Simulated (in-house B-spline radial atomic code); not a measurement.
Ga²⁺. Computed with a B-spline radial atomic code. Model: non-relativistic spherical atom: semilocal Troullier-Martins pseudo-atom, one channel per l, against all electrons, high spin, G0W0 and RPA with empty states to l = 8, local potential for every l without a channel, a model core (radius 0 = none) keeps its share of the functional.

What the tables leave out is listed at the end.

The pseudopotential gives back the lowest level of each angular momentum of its own functional in the configuration it was made in; a second state of the same l is only approximately right. Exact exchange, RPA and GW see the smooth pseudo-orbitals and miss the exchange with the core, for which the functional's share stands in. The column with an uncorrelated core keeps all orbitals and exact exchange, and so separates missing core correlation from pseudisation. Only the three outermost levels and the lowest empty one were computed. RPA here is direct RPA, with no exchange kernel, and its energies carry an (l + 1/2)⁻⁴ tail. A hybrid on a potential with a model core restores only its own semilocal share of the core's exchange.

Command:
```bash
python run_psgw.py task.json out
```
Settings (lengths in bohr, energies in hartree):
```
Z                      31
electrons              29
configuration          [Ar] 3d10 4s1
generated_in           [Ar] 3d10 4s2 4p1
functional             lda,vwn
core_shells            5
radius_factor          0.8
core_correction        True
ion_configuration      [Ar] 3d10
```

Cost of the run: 44 s on 1 thread of Intel(R) Xeon(R) Platinum 8488C (Sapphire Rapids), on a shared host.

Given: made with LDA VWN5; model core radius 0.33 bohr; local radius 1.386 bohr; mean-field start LDA VWN5.

Valence shells of the generating configuration: 3d, 4s, 4p.

Channel: s 1.534, p 2.03, d 1.272 (radii in bohr).

Computed: largest level miss in the spin-unpolarised generating configuration 0 eV; valence RPA correlation energy all-electron orbitals -0.70009 hartree; valence RPA correlation energy pseudo -0.96321 hartree; all-electron RPA polarisability, core included 7.4139 bohr³; pseudo-atom RPA polarisability 7.4321 bohr³; ionisation by mean-field all-electron 31.399 eV; ionisation by RPA pseudo minus all 1.16 eV.

```tsv
level	occupied	mean-field all-electron (eV)	mean-field pseudo minus all (eV)	G0W0 all-electron (eV)	G0W0 uncorrelated core minus all (eV)	G0W0 pseudo minus all (eV)	exchange self-energy all-electron (eV)	exchange self-energy pseudo (eV)
4s up	1	-26.576	-0.016	-31.184	-0.051	-0.56	-15.773	-14.052
3d down	?	?	?	?	?	?	?	?
3d up	1	-40.293	0.117	-49.854	-0.281	5.33	-57.677	-37.832
4s down (empty)	0	-25.228	-0.021	-20.485	-0.042	-0.604	-3.9915	-2.3078
```

Problem. What belongs in the row 3d down?

Solution. occupied: 1; mean-field all-electron (eV): -40.067; mean-field pseudo minus all (eV): 0.11; G0W0 all-electron (eV): -49.665; G0W0 uncorrelated core minus all (eV): -0.284; G0W0 pseudo minus all (eV): 5.405; exchange self-energy all-electron (eV): -57.832; exchange self-energy pseudo (eV): -37.666.

Problem. What is the ionisation by RPA all-electron?

Solution. 30.866 eV.

Problem. What is the ionisation by mean-field pseudo minus all?

Solution. 0.037 eV.

Given: mean-field start PBE0.

Computed: valence RPA correlation energy pseudo -0.93556 hartree; pseudo-atom RPA polarisability 6.8427 bohr³; ionisation by mean-field all-electron 30.698 eV; ionisation by mean-field pseudo minus all 0.207 eV; ionisation by RPA all-electron 30.758 eV; ionisation by RPA pseudo minus all 1.085 eV.

```csv
level,occupied,mean-field all-electron (eV),mean-field pseudo minus all (eV),G0W0 all-electron (eV),G0W0 uncorrelated core minus all (eV),G0W0 pseudo minus all (eV),exchange self-energy all-electron (eV),exchange self-energy pseudo (eV)
4s up,1,-27.152,-0.181,-30.964,-0.042,-0.61,-15.39,-13.929
3d down,?,?,?,?,?,?,?,?
3d up,1,-43.304,2.125,-50.043,-0.308,6.411,-57.902,-37.507
4s down (empty),0,-23.229,-0.196,-20.248,-0.032,-0.674,-3.6336,-2.1992
```

Problem. What belongs in the row 3d down?

Solution. occupied: 1; mean-field all-electron (eV): -43.1; mean-field pseudo minus all (eV): 2.167; G0W0 all-electron (eV): -49.874; G0W0 uncorrelated core minus all (eV): -0.33; G0W0 pseudo minus all (eV): 6.451; exchange self-energy all-electron (eV): -58.068; exchange self-energy pseudo (eV): -37.378.

Problem. What is the valence RPA correlation energy all-electron orbitals?

Solution. -0.66356 hartree.

Problem. What is the all-electron RPA polarisability, core included?

Solution. 6.7671 bohr³.

Among the listed levels the largest G0W0 shift of the pseudo-atom is +6.45 eV, for 3d down on the PBE0 start, while leaving the core uncorrelated moves that level by -0.33 eV. So pseudisation and the lost core exchange, not the missing core correlation, make the error. Not in the tables (levels of low weight, unsolved or above zero; the highest and the empty levels are kept at any weight): no Hartree-Fock pseudo-atom is run with a model core.
